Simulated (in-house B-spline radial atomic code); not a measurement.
## P⁺: [Ne] 3s2 3p2

Method: non-relativistic wB97X, spin-polarised, spherical fractional occupations, exact exchange averaged over the configuration, point nucleus. Calculated with an all-electron radial atomic-structure program (B-spline basis).

Z_r = [3n² - l(l+1)]/(2<r>); Z_e = n√(-2ε); the last column is Slater's effective charge. Values are occupation-weighted means over spin.

```
shell  electrons   ε (eV)  <r> (bohr)    Z_r    Z_e  Slater
   1s          2  -2108.7      0.1039  14.43  12.45   14.70
   2s          2  -192.61      0.5201  11.54   7.53   10.85
   2p          6   -142.5      0.4851  10.31   6.47   10.85
   3s          2  -27.169       1.841   7.33   4.24    5.15
   3p          2   -18.77        2.09   5.98   3.52    5.15
```

The least bound orbital is 3p up at -18.77 eV, and it is also the most diffuse (<r> = 2.09 bohr).
